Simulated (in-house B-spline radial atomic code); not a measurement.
Tc²⁺. Computed with a B-spline radial atomic code. Model: non-relativistic spherical atom: semilocal Troullier-Martins pseudo-atom, one channel per l, against all electrons, high spin, G0W0 and RPA with empty states to l = 8, local potential for every l without a channel, a model core (radius 0 = none) keeps its share of the functional.

Without relativity these are model numbers for so heavy an element.

What the tables leave out is listed at the end.

The pseudopotential gives back the lowest level of each angular momentum of its own functional in the configuration it was made in; a second state of the same l is only approximately right. Exact exchange, RPA and GW see the smooth pseudo-orbitals and miss the exchange with the core, for which the functional's share stands in. The column with an uncorrelated core keeps all orbitals and exact exchange, and so separates missing core correlation from pseudisation. Only the three outermost levels and the lowest empty one were computed. RPA here is direct RPA, with no exchange kernel, and its energies carry an (l + 1/2)⁻⁴ tail. A hybrid on a potential with a model core restores only its own semilocal share of the core's exchange.

Command:
```bash
python run_psgw.py task.json out
```
Settings (lengths in bohr, energies in hartree):
```
Z                      43
electrons              41
configuration          [Kr] 4d5
generated_in           [Kr] 4d5 5s2
functional             pbe,pbe
core_shells            6
radius_factor          1.15
core_correction        False
```

Cost of the run: 46 s on 1 thread of Arm Neoverse N1, on a shared host.

Given: made with PBE; model core radius 0 bohr; local radius 1.176 bohr; mean-field start PBE0.

Valence shells of the generating configuration: 4s, 4p, 4d, 5s.

Channel: s 1.13, p 1.185, d 1.436 (radii in bohr).

Computed: largest level miss in the spin-unpolarised generating configuration 0.072 eV; valence RPA correlation energy all-electron orbitals -0.68288 hartree; valence RPA correlation energy pseudo -0.71328 hartree; all-electron RPA polarisability, core included 6.594 bohr³.

| level | occupied | mean-field all-electron (eV) | mean-field pseudo minus all (eV) | G0W0 all-electron (eV) | G0W0 uncorrelated core minus all (eV) | G0W0 pseudo minus all (eV) | exchange self-energy all-electron (eV) | exchange self-energy pseudo (eV) |
| --- | --- | --- | --- | --- | --- | --- | --- | --- |
| 4d up | 1 | -25.9 | -0.123 | -30.425 | 0.107 | -0.219 | -30.464 | -27.47 |
| 4p down | 1 | -60.589 | 0.058 | -65.511 | 0.259 | 0.102 | -36.952 | -30.357 |
| 4d down (empty) | 0 | -18.423 | -0.078 | -15.144 | 0.114 | -0.096 | -10.352 | -7.5152 |

(1) What is the pseudo-atom RPA polarisability?

Given: mean-field start Hartree-Fock.

Computed: valence RPA correlation energy pseudo -0.62003 hartree; all-electron RPA polarisability, core included 4.9897 bohr³; pseudo-atom RPA polarisability 4.8911 bohr³.

```
        level  occupied  mean-field all-electron (eV)  mean-field pseudo minus all (eV)  G0W0 all-electron (eV)  G0W0 uncorrelated core minus all (eV)  G0W0 pseudo minus all (eV)  exchange self-energy all-electron (eV)  exchange self-energy pseudo (eV)
        4d up         1                       -30.458                            -0.208                 -30.783                                  0.108                      -0.096                                 -30.548                           -27.744
      4p down         1                       -66.234                             0.236                 -66.172                                   0.26                       0.338                                 -36.632                           -30.332
5s up (empty)         0                       -13.558                            -0.107                 -14.563                                  0.037                      -0.095                                 -3.1253                           -2.4797
```

(2) What is the valence RPA correlation energy all-electron orbitals?

Results:

(1) 6.5171 bohr³.

(2) -0.59214 hartree.

Among the listed levels the largest G0W0 shift of the pseudo-atom is +0.34 eV, for 4p down on the Hartree-Fock start, while leaving the core uncorrelated moves that level by +0.26 eV. The rest, +0.08 eV, comes from pseudisation and the lost core exchange. Not in the tables (levels of low weight, unsolved or above zero; the highest and the empty levels are kept at any weight): on PBE, a start not tabulated, the G0W0 levels 4d up (pseudo minus all -0.10 eV, weights 0.31 and 0.42), 4p down (pseudo minus all +0.08 eV, weights 0.84 and 0.83), 4p up (pseudo minus all +2.02 eV, weights 0.04 and 0.06), 4d down (pseudo minus all -0.11 eV, weights 0.83 and 0.83); on PBE0 the G0W0 levels 4p up (pseudo minus all -0.13 eV, weights 0.07 and 0.06); on Hartree-Fock the G0W0 levels 4p up (pseudo minus all +4.02 eV, weights 0.39 and 0.04).
